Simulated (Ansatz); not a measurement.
Ansatz (a first-principles code) input file for Sn(Br)(OMe) (CH₃BrOSn), SMILES C[O][Sn][Br] (connectivity only; charge and spin as stated), neutral, multiplicity 1, PBE/def2-SVPD. Geometry: PBE0-D3(BJ)/def2-SVP. The structure was generated by enumeration; whether it is a known compound was not checked. The def2 effective core potentials stand for the cores of Sn; spin–orbit coupling is left out. One conformer was computed; it need not be the lowest.

Ansatz 0.2 input:
```yaml
crystal:
  periodic: [false, false, false]
  atoms:
    - {symbol: Sn, position_ang: [0.38982928, -0.18784154, 0.91317395]}
    - {symbol: Br, position_ang: [-1.21432583, 0.94832704, -0.73144721]}
    - {symbol: O, position_ang: [1.40013568, -1.30339949, -0.37787375]}
    - {symbol: C, position_ang: [1.31602874, -1.46671702, -1.76177343]}
    - {symbol: H, position_ang: [0.53182578, -0.83968044, -2.22388510]}
    - {symbol: H, position_ang: [2.28179171, -1.21022555, -2.23326921]}
    - {symbol: H, position_ang: [1.09906439, -2.52196495, -2.00726052]}
basis:
  gaussian:
    orbitals: def2-SVPD
hamiltonian:
  xc: {name: PBE}
```

Output:

```
WARN ansatz: RAYON_NUM_THREADS=1 ignored (pool sized by the plan → 1); use --threads N
Functional definition: PBE
integrals: 0.09 GiB planned
1338 factors; their error is unknown
mean field: 0.49 GiB planned
mean field evaluation 1: about -78978.5754 eV, gradient 6.4e1 eV
mean field evaluation 2: about -78804.5733 eV, gradient 2.2e2 eV
mean field evaluation 4: about -78985.9840 eV, gradient 3.0e1 eV
mean field evaluation 8: about -78988.1025 eV, gradient 3.0e-1 eV
mean field evaluation 16: about -78988.0593 eV, gradient 2.4e-4 eV
mean field -78988.05929543 eV, -2902.7576390774 hartree, gradient 4.6e-5 eV, S^2 0.000000; 0 other end points of the search recorded, 0 dependent functions left out
reference -78988.05934191 eV, -2902.7576407856 hartree; 37, 37 occupied and 103, 103 virtual orbitals, 1338 factors
Total energy: -78988.05934191 eV, -2902.7576407856 hartree
```

The calculation finished and met its thresholds.

Cost: about 7 core-seconds (a rough figure).
